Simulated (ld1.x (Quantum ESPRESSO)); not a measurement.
## niobium, TM: configuration errors across variants

```json
{
 "Element": "Nb",
 "Generator": "ld1.x (Quantum ESPRESSO) 7.5",
 "Type": "norm-conserving Troullier–Martins (Kleinman–Bylander form)",
 "Functional": "PBE",
 "Relativity": "scalar-relativistic",
 "Frozen core": "[Ar] 3d10 4s2",
 "Valence charge": "11",
 "Reference configuration": "4p6 4d3.5 5s0 5p0 (charge +1.5)",
 "Partial waves": "4p (bound): rc 1.55 bohr; 4d (bound): rc 2.60 bohr; 5s (bound, empty): rc 3.10 bohr",
 "Local potential": "the s channel",
 "Core correction": "Bessel-smoothed model core inside 1.10 bohr"
}
```

All-electron excitation energies from the reference (eV): (1) 4p6 4d4 5s1 5p0 -12.432; (2) 4p6 4d4 5s0 5p0 -5.795; (3) 4p6 4d3 5s0 5p0 8.246; (4) 4p6 4d4 5s0 5p1 -9.480; (5) 4p6 4d4 5s0.5 5p0 -9.793; (6) 4p5 4d4 5s1 5p0 27.317; (7) 4p6 4d3 5s1 5p1 -9.641.

Errors AE − PS in meV (a dash: test not solved or not reliable):

```csv
change,(1),(2),(3),(4),(5),(6),(7),bound ghosts
base,-12,-13,-16,-389,-12,-286,-551,none
wave 4d (bound): rc 2.60 bohr becomes 4d (bound): rc 1.82 bohr,-11,-14,-19,-390,-11,-237,-559,none
wave 4d (bound): rc 2.60 bohr becomes 4d (bound): rc 2.34 bohr,-11,-14,-17,-389,-11,-261,-555,none
wave 4d (bound): rc 2.60 bohr becomes 4d (bound): rc 2.88 bohr,-14,-12,-13,-389,-13,-326,-543,none
wave 4d (bound): rc 2.60 bohr becomes 4d (bound): rc 3.14 bohr,-18,-10,-8.6,-390,-14,-366,-536,none
wave 4d (bound): rc 2.60 bohr becomes 4d (bound): rc 3.44 bohr,-27,-6.1,-0.3,-391,-17,-436,-528,none
wave 4d (bound): rc 2.60 bohr becomes 4d (bound): rc 3.84 bohr,-42,+0.8,+13,-392,-20,-524,–,none
```

(1) Give the same row for: wave 4d (bound): rc 2.60 bohr becomes 4d (bound): rc 2.08 bohr.

Answers

(1) -11, -14, -18, -389, -11, -244, -558; bound ghosts: none.
